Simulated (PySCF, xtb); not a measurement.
Ge(F)2(Br)(OH) (BrF2GeHO), SMILES [OH][Ge]([F])([F])[Br]. The values are those of a single conformer.

Harmonic wavenumbers (cm⁻¹) from GFN2-xTB in xtb at its own minimum, in rising order: 109, 122, 176, 180, 194, 237, 321, 478, 494, 615, 783, 3589.

**Question.** What does r2SCAN-D4/def2-SVP in PySCF give at its own minimum? (An estimate is asked for; the answer gives what the named calculation found.)

**Answer.** 81, 153, 168, 231, 244, 253, 347, 715, 752, 772, 899, 3820. Paired by order, the mean absolute difference is 101 cm⁻¹ and the zero-point energies are 10.4 and 12.1 kcal/mol.
